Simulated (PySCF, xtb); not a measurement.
BrHOS2W, SMILES [O]=[W](=[S])([Br])[SH], multiplicity 1.

GFN2-xTB (xtb) at its own geometry gives an orbital gap of 1.81 eV and a dipole moment of 3.75 D.

Geometry optimised at B3LYP-D3(BJ)/def2-SVP. The spin state was assumed, not searched. The def2 effective core potentials stand for the cores of W; spin–orbit coupling is left out. One conformer was computed; it need not be the lowest.

Q: What does CAM-B3LYP/def2-TZVP (PySCF) give? (An estimate is asked for; the answer gives what the named calculation found.)

A: gap 6.95 eV (levels -9.37 and -2.42 eV), dipole 2.00 D.
